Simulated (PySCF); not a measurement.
C9H7 (doublet state).
Bonds: C1–C2 (triple), C2–C3, C3–C4 (double), C4–C5 (double), C5–C6 (double), C3–C7, C7–C8 (double), C8–C9. Hydrogens: H10 on C1; H11, H12 on C6; H13 on C8; H14, H15, H16 on C9.

The species is `C#CC([C]=CC)=C=C=C` [radical].

The calculation used UKS B3LYP, pcH-1 on C H, non-relativistic, mean-field spin-orbit, GIAO in PySCF 2.14.0. Isolated species at its GFN2-xTB geometry, gas phase. The geometry wasn't refined by DFT: couplings that depend on bond lengths, twists or pyramidal angles can differ widely from those at the functional's own minimum. The SCF solution wasn't tested for stability. ⟨S²⟩ is 0.788 where a pure state has 0.75.

Problem. What is the g tensor, term by term?

Solution. 
```json
{"Δg (ppm)": "relativistic mass correction", "1": "-145", "2": "-145", "3": "-145"}
{"Δg (ppm)": "gauge correction", "1": "0", "2": "33", "3": "38"}
{"Δg (ppm)": "orbital Zeeman/spin–orbit", "1": "1", "2": "352", "3": "810"}
{"Δg (ppm)": "total", "1": "-144", "2": "240", "3": "703"}
```

So g = 2.00218, 2.00256, 2.00302 and g_iso = 2.00259; the tensor is rhombic: the two nearest values differ by 45 % of g3 − g1. Axes: g2 points within 11° of the C6–H11 bond.

Problem. At 9.304 GHz, how far is the centre of the isotropic spectrum from where a free electron (g = 2.002319) resonates?

Solution. B = hν/(g μB) with μB/h = 13.99624 MHz/mT gives 331.99 mT for the free electron and 331.95 mT at g_iso, 0.04 mT lower.

Problem. What effective moment and Curie constant follow for a powder?

Solution. With the mean of g² = 4.0103 and S(S+1) = 0.75: μ_eff = √(⟨g²⟩S(S+1)) = 1.734 μB and χT = 0.12505·⟨g²⟩·S(S+1) = 0.376 cm³ K/mol (cgs; spin-Hamiltonian part alone).

Problem. In a frozen sample, at which fields do the three g values resonate at 9.5, 34, 94 and 263 GHz (hyperfine left aside), and which band first spreads them over more than twice a line width of 1.0 mT?

Solution. 
```tsv
band	GHz	B(g3) mT	B(g2) mT	B(g1) mT	spread mT
X	9.5	338.86	338.94	339.01	0.14
Q	34.0	1212.78	1213.06	1213.29	0.51
W	94.0	3352.98	3353.75	3354.39	1.42
J	263.0	9381.20	9383.37	9385.17	3.97
```

The spread grows in proportion to the frequency. J band is the first where it exceeds 2.0 mT.

Largest spin populations (Mulliken): C6 (+0.66), C4 (+0.47), C7 (+0.37) and C5 (-0.24). Three atoms exceed +0.15. The angles at C6 add up to 360.0°, so it is planar; its axial dipolar tensor and the negative couplings of its protons fit spin in a p orbital normal to that plane.

The HOMO–LUMO gaps are 4.22 eV among the α and 4.09 eV among the β orbitals.

The SMILES draws the unpaired electron on C7; the largest computed Mulliken spin population is on C6 (0.66 against 0.37).
